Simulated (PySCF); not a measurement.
# Exact mass, isotope pattern and composition

Species: `N(=C/C#C)/[SiH2]C`.

All values are calculated from tables of isotopes.

**Question.** Molar mass and exact mass?

**Answer.** For C4H7NSi, with standard atomic weights, 4 × 12.011 + 1 × 14.007 + 1 × 28.085 + 7 × 1.008 = 97.192 g/mol. From the most abundant isotopes (12C, 14N, 28Si, 1H), 4 × 12.000000 + 1 × 14.003074 + 1 × 27.976927 + 7 × 1.007825 = 97.0348 u.

**Question.** Give the isotope pattern of the molecular ion M+•, merging species of the same nominal mass.

**Answer.** 
```
nominal mass  m/z (centroid)  relative intensity
          97         97.0342               100.0
          98         98.0354                 9.9
          99         99.0317                 3.7
         100        100.0342                 0.2
```

Cut off at 0.1 %. One electron mass, 0.00055 u, is taken off. Abundances used (%; other tables differ somewhat): 12C 98.93, 13C 1.07; 14N 99.632, 15N 0.368; 28Si 92.2297, 29Si 4.6832, 30Si 3.0872; 1H 99.9885, 2H 0.0115.

**Question.** What share of all molecules is the monoisotopic species?

**Answer.** 0.9893^4 × 0.99632 × 0.922297 × 0.999885^7 = 87.95 %.

**Question.** Which m/z would the protonated, sodiated and deprotonated molecule have?

**Answer.** [M+H]+ 98.0421, [M+Na]+ 120.0240, [M−H]− 96.0275, for the monoisotopic species (arithmetic only; whether such ions form is another matter).

**Question.** Count the protons, neutrons and electrons of the monoisotopic species, and give its exact less its nominal mass.

**Answer.** 52 protons, 45 neutrons and 52 electrons; 97.0348 − 97 = +0.0348 u.

**Question.** Give the mass fraction of each element.

**Answer.** C 49.43 %, N 14.41 %, Si 28.90 %, H 7.26 %.
